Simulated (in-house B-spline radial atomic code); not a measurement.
Ge²⁺. Computed with a B-spline radial atomic code. Model: non-relativistic spherical atom: semilocal Troullier-Martins pseudo-atom, one channel per l, against all electrons, high spin, G0W0 and RPA with empty states to l = 8, local potential for every l without a channel, a model core (radius 0 = none) keeps its share of the functional.

What the tables leave out is listed at the end.

The pseudopotential gives back the lowest level of each angular momentum of its own functional in the configuration it was made in; a second state of the same l is only approximately right. Exact exchange, RPA and GW see the smooth pseudo-orbitals and miss the exchange with the core, for which the functional's share stands in. The column with an uncorrelated core keeps all orbitals and exact exchange, and so separates missing core correlation from pseudisation. Only the three outermost levels and the lowest empty one were computed. RPA here is direct RPA, with no exchange kernel, and its energies carry an (l + 1/2)⁻⁴ tail. A hybrid on a potential with a model core restores only its own semilocal share of the core's exchange.

Command:
```bash
python run_psgw.py task.json out
```
Settings (lengths in bohr, energies in hartree):
```
Z                      32
electrons              30
configuration          [Ar] 3d10 4s2
generated_in           [Ar] 3d10 4s2 4p2
functional             pbe,pbe
core_shells            4
radius_factor          1.15
core_correction        False
ion_configuration      [Ar] 3d10 4s1
```

Run time, properties included: 66 s on 1 thread of Arm Neoverse N1, on a shared host.

Given: made with PBE; model core radius 0 bohr; local radius 0.841 bohr; mean-field start PBE.

Valence shells of the generating configuration: 3p, 3d, 4s, 4p.

Channel: s 2.042, p 0.629, d 1.738 (radii in bohr).

Computed: largest level miss in the spin-unpolarised generating configuration 0.019 eV; valence RPA correlation energy all-electron orbitals -1.3028 hartree; valence RPA correlation energy pseudo -1.3095 hartree; pseudo-atom RPA polarisability 8.7657 bohr³; ionisation by mean-field all-electron 33.871 eV; ionisation by mean-field pseudo minus all 0.056 eV; ionisation by RPA all-electron 34.011 eV.

```
     level  occupied  mean-field all-electron (eV)  mean-field pseudo minus all (eV)  G0W0 all-electron (eV)  G0W0 uncorrelated core minus all (eV)  G0W0 pseudo minus all (eV)  exchange self-energy all-electron (eV)  exchange self-energy pseudo (eV)
        4s         1                       -28.784                            -0.016                 -33.991                                  -0.09                      -1.527                                 -16.597                           -17.333
        3d         1                       -49.984                            -0.079                 -60.478                                  0.077                       1.788                                 -62.973                           -49.741
4p (empty)         0                       -19.796                            -0.048                   -16.1                                  0.002                       0.191                                 -5.2442                           -4.2691
```

**Question.** What is the all-electron RPA polarisability, core included?

**Answer.** 8.7829 bohr³.

**Question.** What is the ionisation by RPA pseudo minus all?

**Answer.** 1.559 eV.

Given: mean-field start PBE0.

Computed: valence RPA correlation energy all-electron orbitals -1.2504 hartree; valence RPA correlation energy pseudo -1.2661 hartree; pseudo-atom RPA polarisability 7.5463 bohr³; ionisation by mean-field all-electron 33.513 eV; ionisation by mean-field pseudo minus all 0.573 eV; ionisation by RPA pseudo minus all 1.635 eV.

```tsv
level	occupied	mean-field all-electron (eV)	mean-field pseudo minus all (eV)	G0W0 all-electron (eV)	G0W0 uncorrelated core minus all (eV)	G0W0 pseudo minus all (eV)	exchange self-energy all-electron (eV)	exchange self-energy pseudo (eV)
4s	1	-29.806	-0.474	-33.877	-0.084	-1.643	-16.381	-17.856
3d	1	-53.867	0.827	-61.034	0.07	2.046	-63.158	-49.806
4p (empty)	0	-18.694	0.114	-16.046	0.002	0.273	-4.9666	-4.0571
```

**Question.** What is the all-electron RPA polarisability, core included?

**Answer.** 8.0152 bohr³.

**Question.** What is the ionisation by RPA all-electron?

**Answer.** 33.836 eV.

Given: mean-field start Hartree-Fock.

Computed: valence RPA correlation energy pseudo -1.1584 hartree; all-electron RPA polarisability, core included 6.6628 bohr³; pseudo-atom RPA polarisability 5.229 bohr³; ionisation by mean-field all-electron 31.718 eV; ionisation by mean-field pseudo minus all 2.269 eV; ionisation by RPA pseudo minus all 1.777 eV.

```tsv
level	occupied	mean-field all-electron (eV)	mean-field pseudo minus all (eV)	G0W0 all-electron (eV)	G0W0 uncorrelated core minus all (eV)	G0W0 pseudo minus all (eV)	exchange self-energy all-electron (eV)	exchange self-energy pseudo (eV)
4s	1	-31.963	-2.363	-33.573	-0.066	-1.733	-15.642	-19.62
3d	1	-64.434	3.863	-62.051	0.081	2.814	-63.561	-49.932
4p (empty)	0	-14.955	0.571	-15.931	0.002	0.618	-4.0737	-3.2614
```

**Question.** What is the valence RPA correlation energy all-electron orbitals?

**Answer.** -1.1234 hartree.

**Question.** What is the ionisation by RPA all-electron?

**Answer.** 33.421 eV.

Among the listed levels the largest G0W0 shift of the pseudo-atom is +2.81 eV, for 3d on the Hartree-Fock start, while leaving the core uncorrelated moves that level by +0.08 eV. So pseudisation and the lost core exchange, not the missing core correlation, make the error. Not in the tables (levels of low weight, unsolved or above zero; the highest and the empty levels are kept at any weight): on PBE the G0W0 levels 3p (pseudo minus all +2.38 eV, weights 0.12 and 0.46); on PBE0 the G0W0 levels 3p (pseudo minus all +3.03 eV, weights 0.65 and 0.30); on Hartree-Fock the G0W0 levels 3p (pseudo minus all +5.17 eV, weights 0.70 and 0.07).
